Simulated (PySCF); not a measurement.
**Assignment exercise: C6H14O**

Molfile (atoms numbered from 1):
```
C6H14O
     RDKit          3D

 21 20  0  0  0  0  0  0  0  0999 V2000
    2.3268   -0.0101   -0.2019 C   0  0  0  0  0  0  0  0  0  0  0  0
    1.0794   -0.6126    0.4217 C   0  0  0  0  0  0  0  0  0  0  0  0
   -0.1994   -0.0556   -0.1677 C   0  0  0  0  0  0  0  0  0  0  0  0
   -1.2894   -0.6725    0.4515 O   0  0  0  0  0  0  0  0  0  0  0  0
   -2.5581   -0.1437    0.1404 C   0  0  0  0  0  0  0  0  0  0  0  0
   -3.0004   -0.5052   -1.2711 C   0  0  0  0  0  0  0  0  0  0  0  0
   -3.5160   -0.6710    1.1900 C   0  0  0  0  0  0  0  0  0  0  0  0
    2.3693   -0.2030   -1.2862 H   0  0  0  0  0  0  0  0  0  0  0  0
    2.3613    1.0824   -0.0604 H   0  0  0  0  0  0  0  0  0  0  0  0
    3.2407   -0.4295    0.2439 H   0  0  0  0  0  0  0  0  0  0  0  0
    1.0635   -0.4350    1.5097 H   0  0  0  0  0  0  0  0  0  0  0  0
    1.0697   -1.7071    0.2886 H   0  0  0  0  0  0  0  0  0  0  0  0
   -0.2047   -0.2222   -1.2648 H   0  0  0  0  0  0  0  0  0  0  0  0
   -0.2404    1.0450   -0.0168 H   0  0  0  0  0  0  0  0  0  0  0  0
   -2.5116    0.9641    0.2226 H   0  0  0  0  0  0  0  0  0  0  0  0
   -3.0324   -1.6001   -1.3862 H   0  0  0  0  0  0  0  0  0  0  0  0
   -2.3184   -0.0999   -2.0331 H   0  0  0  0  0  0  0  0  0  0  0  0
   -4.0040   -0.1042   -1.4781 H   0  0  0  0  0  0  0  0  0  0  0  0
   -3.5642   -1.7697    1.1366 H   0  0  0  0  0  0  0  0  0  0  0  0
   -4.5284   -0.2683    1.0405 H   0  0  0  0  0  0  0  0  0  0  0  0
   -3.1685   -0.3947    2.1957 H   0  0  0  0  0  0  0  0  0  0  0  0
  1  2  1  0
  2  3  1  0
  3  4  1  0
  4  5  1  0
  5  6  1  0
  5  7  1  0
  1  8  1  0
  1  9  1  0
  1 10  1  0
  2 11  1  0
  2 12  1  0
  3 13  1  0
  3 14  1  0
  5 15  1  0
  6 16  1  0
  6 17  1  0
  6 18  1  0
  7 19  1  0
  7 20  1  0
  7 21  1  0
M  END
```

- geometry: PBE0-D3(BJ)/def2-SVP
- J couplings at B3LYP/pcJ-1 (without the spin–dipole term)
- GIAO PBE0/pcSseg-1 shieldings
- run in PySCF
- gas phase, single conformer, no relativistic terms, rapidly exchanging positions averaged

Shifts are taken against calculated references (same method and geometry level): TMS for ¹³C (σ = 184.41 ppm), ¹H (σ = 31.27 ppm).

**Question.** Assign these signals to the numbered atoms. ¹³C{¹H} NMR (computed): δ 72.8 (CH), 72.7 (CH2), 26.6 (CH2), 22.8 (CH3), 11.3 (CH3).

**Answer.** 
```tsv
δ (ppm)	atoms	environment	reason
72.8	C5	sp3 CH bonded to O	pulled downfield by the heteroatom
72.7	C3	sp3 CH2 bonded to O	the inductive effect lowers its shielding
26.6	C2	sp3 CH2	aliphatic region, no heteroatom directly attached
22.8	C6/C7	methyl carbon	a saturated carbon with 1 carbon neighbour and no heteroatom attached
11.3	C1	methyl carbon	–
```

C5 and C3 lie closer than the usual error of such a calculation, so a measured spectrum could show them in the other order.

**Question.** Assign these signals to the numbered atoms. ¹H NMR (500 MHz, computed): δ 3.24 (sept, J = 6.7 Hz, 1H), 3.12 (t, J = 8.0 Hz, 2H), 1.55 (sext, J = 8.3 Hz, 2H), 1.11 (d, J = 6.7 Hz, 6H), 0.89 (t, J = 8.5 Hz, 3H).

**Answer.** 
3.24 → H15, hydrogen on an sp3 CH bonded to O: its carbon carries O, an electronegative neighbour
3.12 → H13/H14, hydrogen on an sp3 CH2 bonded to O: its carbon carries O, hence the downfield position
1.55 → H11/H12, hydrogen on an sp3 CH2
1.11 → H16/H17/H18/H19/H20/H21, hydrogen on a methyl carbon
0.89 → H8/H9/H10, hydrogen on a methyl carbon: far from electronegative atoms and π systems

Splittings below 1 Hz are ignored in the labels, and close J values are merged. Unscaled 3J(H,H) at this level run about 10 % above measured values. Shifts are as computed. Against solution values, carbons near 30 ppm lie about +2 ppm off and those near 130 ppm about +5 ppm. Of 1211 compounds with measured shifts, 218 miss one by over three times the rms of a fit or turn the order of signals round; such compounds aren't used in these exercises. Chain 3J(H,H) values assume equally populated staggered rotamers: (2 J gauche + J anti)/3.
